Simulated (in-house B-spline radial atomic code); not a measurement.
## Ionising Cu IV (Cu3+) with different functionals

Computed with a radial B-spline atomic code at the basis-set limit: non-relativistic Hamiltonian, point nucleus, spin-polarised at highest spin, spherical fractional occupations for the functionals, and exact exchange of hybrids averaged over the configuration. The ionisation energy is the difference of two self-consistent energies, [Ar] 3d8 → [Ar] 3d7, without Breit or QED terms; ε is the level of the shell that loses the electron (its least bound occupied spin orbital).

| method | rung | ΔSCF (eV) | -ε(3d) (eV) |
| --- | --- | --- | --- |
| PBE0 | global hybrid | 57.98 | 50.99 |
| B3LYP | global hybrid | 58.26 | 50.58 |
| TPSSh | global hybrid | 58.03 | 48.99 |
| M06-2X | global hybrid | 57.66 | 54.63 |
| BHandHLYP | global hybrid | 57.58 | 54.03 |
| r2SCAN0 | global hybrid | 57.77 | 50.88 |
| B97-1 | global hybrid | 58.05 | 50.50 |
| HSE06 | range-separated hybrid | 57.96 | 50.56 |
| wB97X | range-separated hybrid | 57.83 | 53.27 |
| CAM-B3LYP | range-separated hybrid | 58.22 | 52.60 |
| LC-wPBE | range-separated hybrid | 58.32 | 53.48 |

Task: Among the functionals, which spreads more, the ΔSCF values or the orbital energies?

Result: The orbital energies: ΔSCF values span about 0.74 eV and the orbital energies 5.64 eV; here energy differences depend much less on the functional than eigenvalues do.

Task: How do they compare with the NIST value?

Result: NIST lists 57.38 eV ± 0.05 (semi-empirical, ground level to ground level). Errors run from +0.20 to +0.94 eV; BHandHLYP is closest (+0.20 eV), but part of that can be cancellation, since the calculations leave out relativity, Breit-QED terms, multiplet and fine-structure energies.
